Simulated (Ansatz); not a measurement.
Program: Ansatz. Geometries: PBE0-D4/def2-TZVP. ΔE: electronic, gas phase. CBS: MP2 limit from def2 TZ/QZ plus the TZ coupled-cluster correction, frozen cores. This one scheme is used for every species. Functionals use def2-TZVPP. Each species was taken in one conformer, which may not be the lowest.

Consider the ligand exchange at a B–C bond: `B/C=C/CF` + `OC[SiH2]Cl` → `BOC[SiH2]Cl` + `C=CCF`.

`B/C=C/CF`:

```xyz
11

B     0.720   -2.008   -0.165
C     0.271   -0.676    0.439
C    -0.137    0.320   -0.361
C    -0.599    1.659    0.072
F    -0.575    1.810    1.436
H     0.700   -2.138   -1.357
H     1.090   -2.919    0.517
H     0.265   -0.490    1.510
H    -0.146    0.173   -1.441
H    -1.625    1.833   -0.277
H     0.036    2.437   -0.373
```

`OC[SiH2]Cl`:

```xyz
9

O     0.349    0.933    1.437
C     0.786    0.438    0.184
Si   -0.424   -0.803   -0.549
Cl   -2.263    0.140   -0.575
H    -0.539    1.289    1.327
H     1.746   -0.060    0.358
H     0.979    1.248   -0.534
H    -0.071   -1.171   -1.943
H    -0.563   -2.013    0.295
```

`BOC[SiH2]Cl`:

Z-matrix (Å, degrees):
```
C
O 1 1.424
Si 1 1.885 2 108.5
H 1 1.094 2 108.4 3 -119.8
H 1 1.096 2 111.0 3 121.8
B 2 1.343 1 122.2 3 -113.0
Cl 3 2.056 1 107.9 2 -179.0
H 3 1.482 1 109.9 2 62.5
H 3 1.480 1 111.0 2 -60.1
H 6 1.202 2 120.1 1 -1.4
H 6 1.195 2 116.6 1 178.7
```

`C=CCF`:

```xyz
9

C     0.659   -0.254    1.186
C    -0.124    0.426    0.365
C    -0.445    0.025   -1.030
F     0.173   -1.153   -1.384
H     0.852    0.095    2.193
H     1.130   -1.179    0.874
H    -0.593    1.353    0.687
H    -1.527   -0.112   -1.153
H    -0.124    0.800   -1.737
```

```csv
level,ΔE (kJ/mol)
ωB97X-V,-118.4
r2SCAN,-114.5
```

Task: What does CCSD(T)/CBS give? (An estimate is asked.)

Result: Computed: -119.3 kJ/mol. The listed levels differ from it by 0.9, 4.8 kJ/mol.

Largest T1 diagnostic among the species: 0.013.
